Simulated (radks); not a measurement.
Task: Spherical quantum dot in the effective-mass picture: electrons in a parabolic well V = omega^2 r^2 / 2 with omega = 0.0704, with a point charge +2 (a donor) at the centre, all in effective atomic units (hartree* = m*/eps^2 hartree, bohr* = eps/m* bohr), one dielectric constant everywhere. Calculated with a radial shooting solver with Libxc functionals: non-relativistic Kohn-Sham, LDA (Slater exchange, Perdew-Wang correlation), spin-polarised, spherical densities. Levels are named by radial order and angular momentum (1s, 1p, 1d, 2s, ...), and open shells are averaged over m. At N = 8 the configuration is 1s2 1p(up 3, down 1) 2s2. Does electron 9 go into 1d down or 1p down or 1d up?

Result: Into 1p down. The total energies of the other choices lie higher by 0.0239 hartree* (1d up), 0.0319 hartree* (1d down).
